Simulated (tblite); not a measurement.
Compound: C₁₈H₁₃N.
Bonds: C1–C2 (aromatic), C2–C3 (aromatic), C3–C4 (aromatic), C4–C5 (aromatic), C5–C6 (aromatic), C5–C7, C7–C8, C8–C9 (aromatic), C9–C10 (aromatic), C10–C11, C11–C12 (aromatic), C12–C13 (aromatic), C13–N14 (aromatic), N14–C15 (aromatic), C15–C16 (aromatic), C10–C17 (aromatic), C17–C18 (aromatic), C18–C19 (aromatic), C1–C6 (aromatic), C8–C19 (aromatic), C4–C19, C11–C16 (aromatic). Hydrogens: H20 on C1; H21 on C2; H22 on C3; H23 on C6; H24, H25 on C7; H26 on C9; H27 on C12; H28 on C13; H29 on C15; H30 on C16; H31 on C17; H32 on C18.

The geometry is computed with GFN2-xTB (gas phase).

Task: What internal coordinates does the optimisation give?

Result: 
```
            bond  length (Å)     order
           C1–C2       1.387  aromatic
           C2–C3       1.385  aromatic
           C3–C4       1.386  aromatic
           C4–C5       1.404  aromatic
           C5–C6       1.379  aromatic
           C5–C7       1.502    single
           C7–C8       1.501    single
           C8–C9       1.376  aromatic
          C9–C10       1.397  aromatic
         C10–C11       1.468    single
C11–C12, C11–C16       1.395  aromatic
C12–C13, C15–C16       1.384  aromatic
C13–N14, N14–C15       1.323  aromatic
         C10–C17       1.395  aromatic
         C17–C18       1.383  aromatic
         C18–C19       1.386  aromatic
           C1–C6       1.388  aromatic
          C8–C19       1.404  aromatic
          C4–C19       1.452    single
          C1–H20       1.080    single
          C2–H21       1.080    single
          C3–H22       1.080    single
          C6–H23       1.081    single
  C7–H24, C7–H25       1.093    single
          C9–H26       1.081    single
C12–H27, C16–H30       1.079    single
C13–H28, C15–H29       1.083    single
         C17–H31       1.080    single
         C18–H32       1.080    single
```

Bonds in one row agree within 0.01 Å and their mean is given. Orders are formal, as drawn. A selection of angles:
```
      angle  degrees
   C2–C1–C6    120.8
   C1–C2–C3    120.8
   C2–C3–C4    118.6
   C3–C4–C5    120.5
  C3–C4–C19    131.0
  C5–C4–C19    108.5
   C4–C5–C6    120.5
   C4–C5–C7    110.3
   C6–C5–C7    129.2
   C1–C6–C5    118.7
   C5–C7–C8    102.5
   C7–C8–C9    129.0
  C7–C8–C19    110.2
  C9–C8–C19    120.7
  C8–C9–C10    119.3
 C9–C10–C11    120.1
 C9–C10–C17    119.7
C11–C10–C17    120.3
C10–C11–C12    121.3
C12–C11–C16    117.2
C11–C12–C13    119.0
C12–C13–N14    123.6
C13–N14–C15    117.6
C10–C17–C18    121.3
C17–C18–C19    118.8
 C8–C19–C18    120.2
 C4–C19–C18    131.3
  C4–C19–C8    108.5
```

Torsions: C4–C5–C7–C8 0° (synperiplanar); C5–C7–C8–C9 180° (antiperiplanar); C9–C10–C11–C12 40° (synclinal); C3–C4–C19–C18 1° (synperiplanar). The mirror-image conformer, all signs reversed, is as good.

The 6-membered ring C1–C2–C3–C4–C5–C6 has internal angles of 118.6° to 120.8°; it is planar, 0.00 Å rms from its mean plane, widest ring torsion 0°. N14 (pyridine-type nitrogen) is bent (angle 117.6°). The 5-membered ring C4–C5–C7–C8–C19 has internal angles of 102.5° to 110.3° (sum 540°, against 540° for a flat polygon); it is planar, 0.00 Å rms from its mean plane, widest ring torsion 0°. The 6-membered ring C8–C9–C10–C17–C18–C19 has internal angles of 118.8° to 121.3° (sum 720°, against 720° for a flat polygon); it is planar, 0.00 Å rms from its mean plane, widest ring torsion 1°. Of the pairs four or more bonds apart, C16···H31 is among the closest relative to their van der Waals radii: 2.77 Å, 95 % of the sum of Bondi's values. The 6-membered ring C11–C12–C13–N14–C15–C16 has internal angles of 117.2° to 123.7°; it is planar, 0.00 Å rms from its mean plane, widest ring torsion 0°. The 20 C–C bonds span 1.376 Å (C8–C9, aromatic) to 1.502 Å (C5–C7, drawn single), a spread of 0.126 Å.

Point group: C1 (no symmetry element, even within 0.4 Å). Its GFN2-xTB frequencies are all real (lowest 38 cm⁻¹). The numbers are those of one conformer.

The run took 1.5 s wall, 5.8 s CPU on an Intel Xeon Platinum 8488C with 4 threads, no GPU, shared host with 192 logical CPUs at a one-minute load of 68. These figures are those of the optimisation.
